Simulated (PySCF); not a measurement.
1-chloro-1-fluorobuta-1,2-diene (C4H4ClF), SMILES CC=C=C(F)Cl.

Geometry optimised at B3LYP-D3(BJ)/def2-SVP.

Computed with HF/def2-TZVP (PySCF).

The molecule is in vacuum.

Computed frontier levels, gap, dipole moment and polarisability:
```yaml
highest_occupied_level: -10.01 eV
lowest_empty_level: 3.12 eV
orbital_gap: 13.13 eV
dipole_moment: 2.98 D
quadrupole, principal values (traceless, Buckingham form, about the centre of nuclear charge): -5.49, -0.63, 6.12 D·Å
mean_static_polarisability: 63.3 bohr³ (9.38 Å³)
polarisability_principal_values: 42.3, 47.6, 100.0 bohr³
```
